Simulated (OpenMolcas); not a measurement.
4f¹¹ along the 65-electron sequence

```json
{
  "Program": "OpenMolcas",
  "Method": "CASSCF",
  "Basis": "ANO-RCC-VTZP",
  "Scalar Hamiltonian": "DKH2, point nucleus",
  "Spin-orbit coupling": "state interaction with AMFI integrals over the reference wave functions, term energies averaged over their components"
}
```

Active space for each ion: 11 electrons in 7 orbitals (4f).

Computed levels in cm-1 above ⁴I°_15/2:

| Level | Ho2+ | Er3+ | Tm4+ |
| --- | --- | --- | --- |
| ⁴I°_13/2 | 5539 | 6573 | 7719 |
| ⁴I°_11/2 | 9077 | 10612 | 12238 |
| ⁴I°_9/2 | 11597 | 13421 | 15260 |
| ⁴F°_9/2 | 17371 | 19077 | 20729 |
| ²H°_11/2(1) | 20360 | 22700 | 24990 |
| ⁴S°_3/2 | 21432 | 23635 | 25676 |
| ⁴F°_7/2 | 22644 | 25246 | 27805 |
| ⁴F°_5/2 | 24483 | 27319 | 30091 |
| ⁴F°_3/2 | 24799 | 27619 | 30369 |
| weight of ⁴I° in the lowest level (%) | 98 | 98 | 97 |

Mixed levels, with the weight of the term that names them: Ho2+ ⁴F°_9/2 (64 %), Ho2+ ⁴F°_3/2 (72 %), Er3+ ⁴F°_9/2 (63 %), Er3+ ²H°_11/2(1) (74 %), Er3+ ⁴S°_3/2 (75 %), Er3+ ⁴F°_3/2 (68 %), Tm4+ ⁴I°_9/2 (68 %), Tm4+ ⁴F°_9/2 (61 %), Tm4+ ²H°_11/2(1) (69 %), Tm4+ ⁴S°_3/2 (70 %), Tm4+ ⁴F°_3/2 (64 %).

Measured, with the error of the calculation in %. Measured levels: Ho2+ from Martin, Zalubas and Hagan, Atomic Energy Levels: The Rare-Earth Elements, NSRDS-NBS 60 (1978); whole-number values converted from NIST levels in rydberg listed in Nahar, Atoms 12, 24 (2024); Er3+ from the list in Tchang-Brillet, Wyart, Meftah and Ait Mammar, Atoms 6, 52 (2018).

```
      Level           Ho2+           Er3+
   ⁴I°_13/2    5439 (+1.8)    6508 (+1.0)
   ⁴I°_11/2    8644 (+5.0)   10172 (+4.3)
    ⁴I°_9/2   10770 (+7.7)   12469 (+7.6)
    ⁴F°_9/2  13330 (+30.3)  15405 (+23.8)
²H°_11/2(1)  16891 (+20.5)  19332 (+17.4)
    ⁴F°_7/2  17867 (+26.7)               
    ⁴F°_5/2  19375 (+26.4)
```

The fine-structure level ⁴I°_9/2 changes by a factor of 1.32 from Ho2+ to Tm4+. Its fourth root runs 10.38, 10.76, 11.11, with steps per unit of Z of 0.39, 0.35; equal steps would mean a (Z - σ)^4 law with constant σ.

⁴F°_9/2 changes by a factor of 1.19 over the same range, with steps per unit of Z of +1710, +1650 cm-1.

High states are left out of the spin-orbit mixing, which shifts the levels that they would mix with. Without dynamic correlation excited terms often stand tens of per cent too high (terms of higher spin than the ground term too low), and those without a measured partner can miss by more than the paired ones. Some levels mix across a computed gap that differs much from the measured one, so their mixing is not that of the real levels (holds for Ho2+; Er3+). Measured partners are found by configuration, term and J. A level has none where our copy of the source lacks it or the pairing is in doubt (some pairs that miss far off the trend of their configuration count as doubtful), and it then counts in no deviation. Only configurations of the active space appear.

A number in round brackets counts repeated terms of one configuration in the order of the reference energies. ° marks odd parity.
